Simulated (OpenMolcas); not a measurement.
# Pd5+: moving or changing the point charges

Pd5+ among 6 point charges of -1.7 e arranged as an octahedron (Oh), 2.07 Å from the ion.

```
Program             : OpenMolcas
Method              : CASSCF
Basis               : ANO-RCC-VDZP [6s5p3d1f]
Scalar Hamiltonian  : DKH2, point nucleus
Active space        : 5 electrons in 5 orbitals (4d)
State averaging     : 2S+1 = 6 even, 1 root; 2S+1 = 4 even, 24 roots; 2S+1 = 2 even, 75 roots
Spin-orbit coupling : state interaction with AMFI integrals over the reference wave functions
```

Runs around this geometry, states (labels of O, the rotations of Oh). Energies in cm-1 above the lowest state or level, χT in cm3 K/mol; 10Dq and B are least-squares fits to the states below 45000 cm-1, weighted by degeneracy, with a free offset, and given where the rms deviation is under 5 % of |10Dq| (or 100 cm-1) and under 700 cm-1.

```
R (Å)  q (e)  Ground state  10Dq  B (rms of fit)  First gap with spin-orbit (degeneracies)  χT at 300 K  First state of another spin
 2.07  -1.36           6A1  2751       1085 (25)                                0.2 (2, 4)        4.361                    4T1 32093
 1.91   -1.7           6A1  5119       1084 (43)                                0.5 (2, 4)        4.360                    4T1 30359
 2.07   -1.7           6A1  3440       1085 (31)                                0.3 (2, 4)        4.361                    4T1 31643
 2.17   -1.7           6A1  2718       1086 (25)                                0.2 (2, 4)        4.361                    4T1 32119
```

Taking |10Dq| as R^-n, n = -ln(2718 / 5119) / ln(2.17 / 1.91) = 5.0 between the shortest and longest distance. The point-charge formula for a cubic d site gives n = 5.

Scaling the charges by -1.36 / -1.7 = 0.80 scales |10Dq| by 2751 / 3440 = 0.80; with fixed orbitals a first-order splitting would follow the charge.

Without dynamic correlation the repulsion within the d shell is too large (B by tens of per cent), so at a given field states of lower spin stand too high. Point charges give a weaker field than real ligands, and real ions of this kind are as a rule low spin; the high spin found here belongs to the model. This field is weak: 10Dq is about 2751 cm-1, while octahedral complexes of 4d ions of charge 3 and more, computed by the same method with explicit ligands, had a median near 25000 cm-1. Ground spin and moment need not be those of a real site (figures for R = 2.07, q = -1.36; the like holds for R = 1.91, q = -1.7, R = 2.07, q = -1.7, R = 2.17, q = -1.7). Point charges carry no covalency, so the field is a model and not that of real ligands. No measured value stands beside these numbers.
